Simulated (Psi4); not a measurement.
FNa, singlet, geometry from GFN2-xTB (such geometries of metal compounds can be far from the true shape); Psi4 with B3LYP/6-311G**.

Here is a job for Psi4.
```
memory 2 GB

molecule {
0 1
  Na   -0.00000000   -0.00000000   -0.78691227
  F     0.00000000    0.00000000    0.96178167
}

set basis 6-311g**

energy('b3lyp')
print_variables()
```

Q: What does Psi4 print? Leave out banner, timings and long lists.

A: 
```
   => Loading Basis Set <=

    Name: 6-311G**
    Role: ORBITAL
    Keyword: BASIS

         ---------------------------------------------------------
                                   SCF
               by Justin Turney, Rob Parrish, Andy Simmonett
                          and Daniel G. A. Smith
                              RKS Reference
         ---------------------------------------------------------

  ==> Geometry <==

    Molecular point group: c2v
    Full point group: C_inf_v

    Geometry (in Angstrom), charge = 0, multiplicity = 1:

       Center              X                  Y                   Z               Mass
    ------------   -----------------  -----------------  -----------------  -----------------
         NA           0.000000000000     0.000000000000    -0.791232162440    22.989769282000
         F            0.000000000000     0.000000000000     0.957461777560    18.998403162730

  Running in c2v symmetry.

  Rotational constants: A = ************  B =      0.52996  C =      0.52996 [cm^-1]
  Rotational constants: A = ************  B =  15887.83969  C =  15887.83969 [MHz]
  Nuclear repulsion =   29.958669529288819

  Charge       = 0
  Multiplicity = 1
  Electrons    = 20
  Nalpha       = 10
  Nbeta        = 10

  ==> Algorithm <==

  SCF Algorithm Type is DF.
  DIIS enabled.
  MOM disabled.
  Fractional occupation disabled.
  Guess Type is SAD.
  Energy threshold   = 1.00e-06
  Density threshold  = 1.00e-06
  Integral threshold = 1.00e-12

  ==> Primary Basis <==

  Basis Set: 6-311G**
    Blend: 6-311G**
    Number of shells: 20
    Number of basis functions: 44
    Number of Cartesian functions: 46
    Spherical Harmonics?: true
    Max angular momentum: 2

  ==> DFT Potential <==

   => LibXC <=

    Version 7.1.2
    S. Lehtola, C. Steigemann, M. J. T. Oliveira, and M. A. L. Marques,  SoftwareX 7, 1–5 (2018) (10.1016/j.softx.2017.11.002)

   => Composite Functional: B3LYP <=

    B3LYP Hyb-GGA Exchange-Correlation Functional

    P. J. Stephens, F. J. Devlin, C. F. Chabalowski, and M. J. Frisch,  J. Phys. Chem. 98, 11623 (1994) (10.1021/j100096a001)

    Deriv               =              1
    GGA                 =           TRUE
    Meta                =          FALSE

    Exchange Hybrid     =           TRUE
    MP2 Hybrid          =          FALSE

   => Exchange Functionals <=

    0.0800   Slater exchange
    0.7200         Becke 88

   => Exact (HF) Exchange <=

    0.2000               HF

   => Correlation Functionals <=

    0.1900   Vosko, Wilk & Nusair (VWN5_RPA)
    0.8100   Lee, Yang & Parr

   => LibXC Density Thresholds  <==

    XC_HYB_GGA_XC_B3LYP:  1.00E-15

   => Molecular Quadrature <=

    Radial Scheme          =       TREUTLER
    Pruning Scheme         =           NONE
    Nuclear Scheme         =       TREUTLER

    Blocking Scheme        =         OCTREE
    BS radius alpha        =              1
    Pruning alpha          =              1
    Radial Points          =             75
    Spherical Points       =            302
    Total Points           =          44067
    Total Blocks           =            425
    Max Points             =            256
    Max Functions          =             44
    Weights Tolerance      =       1.00E-15

   => Loading Basis Set <=

    Name: (6-311G** AUX)
    Role: JKFIT
    Keyword: DF_BASIS_SCF

  ==> Integral Setup <==

  SCF_SUBTYPE=INCORE selected. In-core MEM_DF algorithm will be used.
  Using in-core AOs.

  ==> MemDFJK: Density-Fitted J/K Matrices <==

    J tasked:                   Yes
    K tasked:                   Yes
    wK tasked:                   No
    Algorithm:                 Core
    Schwarz Cutoff:           1E-12
    Mask sparsity (%):       0.7231
    Fitting Condition:        1E-10

   => Auxiliary Basis Set <=

  Basis Set: (6-311G** AUX)
    Blend: CC-PVTZ-JKFIT + DEF2-UNIVERSAL-JKFIT
    Number of shells: 59
    Number of basis functions: 191
    Number of Cartesian functions: 233
    Spherical Harmonics?: true
    Max angular momentum: 4

  Minimum eigenvalue in the overlap matrix is 3.5804670794E-02.
  Reciprocal condition number of the overlap matrix is 1.1385060173E-02.
    Using symmetric orthogonalization.

  ==> Pre-Iterations <==

  SCF Guess: Superposition of Atomic Densities via on-the-fly atomic UHF (no occupation information).

   -------------------------
    Irrep   Nso     Nmo
   -------------------------
     A1        22      22
     A2         2       2
     B1        10      10
     B2        10      10
   -------------------------
    Total      44      44
   -------------------------

  ==> Iterations <==

                           Total Energy        Delta E     RMS |[F,P]|

   @DF-RKS iter SAD:  -261.73825999289846   -2.61738e+02   0.00000e+00
   @DF-RKS iter   1:  -262.03294211617924   -2.94682e-01   2.71771e-02 ADIIS/DIIS
   @DF-RKS iter   2:  -255.15505444508489    6.87789e+00   1.22399e-01 ADIIS
   @DF-RKS iter   3:  -261.73861414494957   -6.58356e+00   4.45118e-02 ADIIS/DIIS
   @DF-RKS iter   4:  -262.18860233617801   -4.49988e-01   7.05562e-03 ADIIS/DIIS
   @DF-RKS iter   5:  -262.19778325715851   -9.18092e-03   4.87716e-04 ADIIS/DIIS
   @DF-RKS iter   6:  -262.19780865503446   -2.53979e-05   1.43533e-04 ADIIS/DIIS
   @DF-RKS iter   7:  -262.19781190640430   -3.25137e-06   1.58010e-05 DIIS
   @DF-RKS iter   8:  -262.19781197334981   -6.69455e-08   3.63715e-06 DIIS
   @DF-RKS iter   9:  -262.19781197695943   -3.60961e-09   8.15106e-07 DIIS
  Energy and wave function converged.

  ==> Post-Iterations <==

   Electrons on quadrature grid:
      Ntotal   =   19.9999971434 ; deviation = -2.857e-06

    Orbital Energies [Eh]
    ---------------------

    Doubly Occupied:

[...]
       2B2    -0.235481

    Virtual:

[...]
      22A1    96.296123

    Final Occupation by Irrep:
             A1    A2    B1    B2
    DOCC [     6,    0,    2,    2 ]
    NA   [     6,    0,    2,    2 ]
    NB   [     6,    0,    2,    2 ]

  @DF-RKS Final Energy:  -262.19781197695943

   => Energetics <=

    Nuclear Repulsion Energy =             29.9586695292888194
    One-Electron Energy =                -429.5958392719115295
    Two-Electron Energy =                 157.6880713553401563
    DFT Exchange-Correlation Energy =     -20.2487135896768748
    Empirical Dispersion Energy =           0.0000000000000000
    VV10 Nonlocal Energy =                  0.0000000000000000
    Total Energy =                       -262.1978119769594286

Computation Completed

Properties will be evaluated at   0.000000,   0.000000,   0.000000 [a0]

Properties computed using the SCF density matrix

 Multipole Moments:

 ------------------------------------------------------------------------------------
     Multipole            Electronic (a.u.)      Nuclear  (a.u.)        Total (a.u.)
 ------------------------------------------------------------------------------------

 L = 1.  Multiply by 2.5417464519 to convert [e a0] to [Debye]
 Dipole X            :          0.0000000            0.0000000            0.0000000
 Dipole Y            :          0.0000000            0.0000000            0.0000000
 Dipole Z            :         -2.4955487           -0.1632682           -2.6588169
 Magnitude           :                                                    2.6588169

 ------------------------------------------------------------------------------------

  Variable Map:
  ----------------------------------------------------------------------------
[...]
  Array Variable Map:
  ----------------------------------------------------------------------------
[...]
[...]
```
